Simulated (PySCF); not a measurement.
2-(4-methylthiophen-2-yl)pyridine (C₁₀H₉NS), SMILES c1c(scc1C)-c1ncccc1. Atoms are numbered in the order given.

```xyz
21

C      1.3172    -3.9322     0.0000
C      0.4704    -2.6985     0.0000
C     -0.9056    -2.6871     0.0000
S     -1.5660    -1.1048     0.0000
C      0.0130    -0.3997     0.0000
C      0.1304     1.0559     0.0000
C      1.3767     1.7038     0.0000
C      1.4084     3.0919     0.0000
C      0.2070     3.7988     0.0000
C     -0.9793     3.0655     0.0000
N     -1.0205     1.7401     0.0000
C      0.9889    -1.3717     0.0000
H      1.9702    -3.9688     0.8866
H      1.9702    -3.9688    -0.8866
H      0.6995    -4.8407     0.0000
H     -1.5668    -3.5537     0.0000
H      2.3021     1.1261     0.0000
H      2.3654     3.6195     0.0000
H      0.1866     4.8901     0.0000
H     -1.9471     3.5805     0.0000
H      2.0573    -1.1486     0.0000
```

Coordinates come from a PBE0-D3(BJ)/def2-SVP optimisation. The values are those of a single conformer.

Calculation: r2SCAN/def2-SVP (PySCF).

Isolated molecule, no solvent.

```yaml
total_energy: -838.69970 hartree
point_group: Cs
highest_occupied_level: -5.45 eV
lowest_empty_level: -2.03 eV
orbital_gap: 3.42 eV
dipole_moment: 2.22 D
quadrupole, principal values (traceless, Buckingham form, about the centre of nuclear charge): -14.33, -1.42, 15.75 D·Å
mean_static_polarisability: 135.4 bohr³ (20.06 Å³)
polarisability_principal_values: 59.4, 131.0, 215.8 bohr³
```
